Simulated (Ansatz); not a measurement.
Cost and result up the ladder for the cluster Be₇ (7 atoms). The state is a singlet with charge 0. Geometry: r2SCAN/def2-TZVP.

Cartesian coordinates in Å:
```
Be 0.556 -0.989 -0.884
Be 0.633 0.375 0.657
Be 0.481 -1.754 0.959
Be -1.299 1.290 0.935
Be -0.585 0.958 -0.900
Be -1.144 -0.665 0.564
Be 1.357 0.784 -1.331
```

Ansatz on 4 threads of Arm Neoverse V1 on a shared host. Times are rough, and most runs start from the orbitals of an earlier one. No level here is sound enough to serve as a yardstick. Binding counts from free atoms at the same level (Be singlet; other spins of the atoms weren't run), without zero-point energy or a counterpoise term.

Correlated methods freeze no core orbitals. Another isomer (singlet) lies 0.51 eV lower at PBE0/def2-TZVP; other spin states weren't run for this one.

Run but left out: HF/def2-TZVP, BHLYP/def2-TZVP (restricted singlet, unstable in another Hartree–Fock run and untested here).

Correlated methods converge slowly with the basis.

```tsv
level	functions	wall time	binding energy per atom (eV)	remarks
PBE/def2-TZVP (with forces)	133	1.2 s	1.57	restricted SCF unstable in HF
PBE0/def2-TZVP	133	1.2 s	1.44	restricted SCF unstable in HF
r2SCAN/def2-TZVP	133	2.2 s	1.57	restricted SCF unstable in HF
CCSD(T)/def2-TZVPP	133	23 s	0.90	large T1 (0.026), restricted SCF unstable
```
